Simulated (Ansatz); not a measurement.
```xyz
21

C    -1.731   -0.631    1.291
C    -0.593   -0.057    0.521
N    -0.716    0.592   -0.628
C    -1.969    0.858   -1.272
Al    1.189    0.815   -0.701
C     2.185   -0.128   -2.082
Cl    1.796    2.818   -0.287
N     0.680   -0.143    0.883
C     1.136   -0.777    2.085
H    -1.935   -1.647    0.939
H    -2.636   -0.041    1.147
H    -1.500   -0.683    2.354
H    -1.780    1.347   -2.228
H    -2.539   -0.056   -1.478
H    -2.607    1.531   -0.685
H     1.811   -1.146   -2.231
H     2.124    0.392   -3.042
H     3.248   -0.199   -1.829
H     0.826   -1.827    2.151
H     0.786   -0.262    2.988
H     2.225   -0.756    2.105
```

Total charge 0; spin multiplicity 1.

Task: List the B3LYP/def2-TZVPP orbital energies in eV (the Gaussian-basis code of Ansatz). (An estimate is asked.)

Result: Computed: Occupied: -2760.94, -1523.81, -389.51, -389.51, -279.46, -277.79, -277.79, -277.60, -275.44, -255.70, -194.68, -194.61, -194.60, -111.73, -72.38, -72.37, -72.28, -26.84, -24.10, -20.93, -20.81, -20.19, -18.21, -17.93, -14.88, -14.09, -13.84, -13.22, -12.08, -11.92, -11.74, -11.55, -11.27, -10.39, -10.24, -10.24, -9.68, -9.29, -8.67, -8.01, -7.90, -7.24, -6.31. Lowest empty: -0.44, 0.17, 0.94, 1.05, 1.48, 1.75, 2.17, 2.20.

B3LYP here is the variant with VWN-RPA as its local correlation; programs differ in this.
